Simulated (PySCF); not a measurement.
# Reading the logs of faulty runs: Al2BFH3

These are calculations, not measurements. The program is PySCF 2.14.0, an open-source quantum chemistry code, run on an isolated molecule that a program drew, which may never have been made. The molecule is Al2BFH3 (charge 0, doublet), drawn as the SMILES string `[BH2][AlH][Al][F]`.

Each row is a Hartree-Fock (HF) and frozen-core CCSD(T) single point in the cc-pV(D+d)Z basis, meant for a local HF minimum. Run 1 is clean. Each other run has one planted mistake out of seven kinds, and not every kind appears here: one electron removed, one electron added, multiplicity raised by two, geometry at a saddle point, minimal basis STO-3G, one bond length entered in bohr, all coordinates scaled. The reference is restricted for singlets and unrestricted otherwise, and also for a bond in bohr. Adding or removing an electron swaps singlet and doublet. Electrons count all cores. HOMO and LUMO are orbital energies over both spins, the gradient is its largest component, and the lowest frequency (negative if imaginary) is given only where the gradient is small. Bond lengths are over the 6 bonds as drawn. T1 is the CCSD diagnostic: over 0.02 (restricted) or 0.045 (unrestricted) a single reference is doubtful.

Geometry of the clean run:
```xyz
7
Al2BFH3, angstrom
B    -1.6919    0.7863   -0.9795
Al   -1.7730    0.2021    1.0833
Al    0.1650   -1.2322    2.2635
F     1.4770   -0.4609    2.9458
H    -1.8218   -0.0030   -1.8801
H    -1.4733    1.9219   -1.3145
H    -3.1191    0.3303    1.9218
```

| run | electrons | basis functions | <S^2> | HOMO (eV) | LUMO (eV) | gradient (hartree/bohr) | lowest frequency (cm^-1) | mean bond (Å) | longest bond (Å) | T1 | HF (hartree) | CCSD(T) (hartree) | mistake |
|---|---|---|---|---|---|---|---|---|---|---|---|---|---|
| 1 | 43 | 89 | 0.809 | -7.37 | 0.46 | 1.9e-05 | 45 | 1.7495 | 2.684 | 0.0244 | -609.71587 | -610.13964 | no fault |
| 2 | 43 | 89 | 3.809 | -7.10 | -1.29 | 4.7e-02 | - | 1.7495 | 2.684 | 0.0248 | -609.62284 | -610.03428 | multiplicity raised by two |
| 3 | 44 | 89 | 0.000 | -0.78 | 5.23 | 2.2e-02 | - | 1.7495 | 2.684 | 0.0384 | -609.71482 | -610.18024 | one electron added |
| 4 | 43 | 31 | 0.810 | -2.80 | 6.84 | 3.1e-02 | - | 1.7495 | 2.684 | 0.0249 | -602.09064 | -602.23063 | ? |
| 5 | 42 | 89 | 0.000 | -15.03 | -5.98 | 2.9e-02 | - | 1.7495 | 2.684 | 0.0181 | -609.47008 | -609.89025 | ? |

**Which mistake was planted in run 4, and what did it cost?**

It has 31 basis functions where the clean run has 89, with the same electrons and geometry. So the mistake is: minimal basis STO-3G. Subtracting run 1 and multiplying by 627.51 kcal/mol a hartree, the energy moved by 4784.9 kcal/mol in HF and 4963.0 kcal/mol in CCSD(T).

**Which mistake was planted in run 5, and what did it cost?**

It counts 42 electrons, one fewer than the clean run, at the same geometry and basis. So the mistake is: one electron removed. Subtracting run 1 and multiplying by 627.51 kcal/mol a hartree, the energy moved by 154.2 kcal/mol in HF and 156.5 kcal/mol in CCSD(T).

Cautions from the logs. Run 3: T1 is over the limit, so its CCSD(T) energy is less reliable.
